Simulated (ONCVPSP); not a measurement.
## In (Z = 49): one change to an ONCV potential, before and after

indium (In), optimised norm-conserving Vanderbilt (ONCV), made with ONCVPSP 4.0.1 (PBE, scalar-relativistic). Core [Ar] 3d10, reference 4s2 4p6 4d10 5s2 5p1. Waves: 4s+5s: rc 1.20 bohr, ncon 3, nbas 6, qcut 9.1 1/bohr, 2 projectors; 4p+5p: rc 1.75 bohr, ncon 5, nbas 9, qcut 9.5 1/bohr, 2 projectors; 4d: rc 1.45 bohr, ncon 5, nbas 10, qcut 12.4 1/bohr, 2 projectors, debl 0.5 Ha. Local part: polynomial inside 0.80 bohr (lpopt 5, dvloc0 0 Ha). Core correction: none.

In the d channel the program set the typed energies aside and used -0.684, 0.250 Ha.

All-electron outer shells of the reference configuration (PBE, scalar-relativistic, ld1.x):

```csv
shell,level (eV),outermost node (bohr),outermost maximum (bohr)
3p,-649.14,0.14,0.31
3d,-432.71,–,0.26
4s,-119.66,0.41,0.77
4p,-78.13,0.42,0.82
4d,-18.62,0.40,0.94
5s,-8.21,1.02,2.16
5p,-2.52,1.14,2.85
```

Change: s: qcut 6.9.

Cutoffs: the cutoffs (Ha) at which the residual kinetic energy of the hardest occupied pseudo-wave falls to 1 and 0.1 mHa per electron; they do not see the model core or the augmentation charge, which bear on the density cutoff. Errors are all-electron minus pseudo energies relative to the spin-unpolarised reference configuration.

Task: How do hardness, ghosts and transferability respond?

Result: The potential gets harder (41 Ha and 49 Ha → 41 Ha and 98 Ha); of the 3 tests that both files solve, the error grows in 1 and shrinks in 0 by more than 15 % and 0.3 meV (median size 4.5 → 4.9 meV); neither file shows a bound ghost.

```csv
quantity,base,changed
"cutoff, loose",41 Ha,41 Ha
"cutoff, tight",49 Ha,98 Ha
loose cutoff by channel,"s 34 Ha, p 23 Ha, d 41 Ha","s 40 Ha, p 23 Ha, d 41 Ha"
bound ghosts,none,none
GHOST(+) flags under 300 eV,s at 115.7 eV,s at 92.9 eV
tests with a reliable result,3 of 4,3 of 4
"error for 4s2 4p6 4d10 5s2 5p0, meV [ΔE 5.36 eV]",-1.2,-1.1
"error for 4s2 4p6 4d10 5s1 5p0, meV [ΔE 24.60 eV]",-4.5,-4.9
"error for 4s1 4p6 4d10 5s2 5p1, meV [ΔE 127.55 eV]",-114,-197
s: phases at 1.22 bohr within 0.05 rad from the reference energy up to (Ha; the scan ends near 5),3.4,2.6
p: phases at 1.77 bohr within 0.05 rad from the reference energy up to (Ha; the scan ends near 5),to the end of the scan,to the end of the scan
d: phases at 1.47 bohr within 0.05 rad from the reference energy up to (Ha; the scan ends near 5),to the end of the scan,to the end of the scan
```
